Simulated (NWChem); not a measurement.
# CH₇FSi₂; SMILES [SiH3][Si@@H](C)F

Program: NWChem. Pople sets run with spherical d functions. Geometry: optimised at PBE0/def2-SVP. Level: M05-2X/6-31G* with SMD (1 M gas to 1 M solution), gas-phase geometry. Reactions with the solvent are ignored.

For solvent acetone:

```
Item                    Result
----------------------  ------
dipole in solution (D)    2.21
```

How do the values read with solvent toluene instead?

The dipole in solution (D) is 2.01.
